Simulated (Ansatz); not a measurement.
CH9NO2Si2 can be A, `C[Si](N)(O)O[SiH3]`, or B, `CO[SiH2]N[SiH2]O`.

Isolated molecules relaxed with PBE0-D4/def2-TZVP in Ansatz; ΔE leaves out vibrations. CBS: MP2 limit from def2 TZ/QZ plus the TZ coupled-cluster correction, frozen cores. DFT in def2-TZVPP. B3LYP here is the variant with VWN-RPA as its local correlation; programs differ in this. One conformer a species, not always the lowest.

Problem. Which is lower in electronic energy at CCSD(T)/CBS, and by how much? (An estimate is asked.)

Solution. The calculation gave: A, by 169.1 kJ/mol.

Problem. Give E(B) − E(A) in kJ/mol with B3LYP-D4, CCSD(T)/def2-TZVPP, PBE0-D4, MP2/def2-TZVPP, PBE-D4, r2SCAN-D4, CCSD/def2-TZVPP. (An estimate is asked.)

Solution. The calculation gave: B3LYP-D4 163.1, CCSD(T)/def2-TZVPP 166.3, PBE0-D4 164.6, MP2/def2-TZVPP 170.6, PBE-D4 158.7, r2SCAN-D4 170.0, CCSD/def2-TZVPP 168.4. None reverses the order clearly.

Largest T1 diagnostic: 0.011.

From PBE to PBE0 (25 % exact exchange), in def2-TZVPP and without D4, E(B) − E(A) moves by +5.7 kJ/mol.
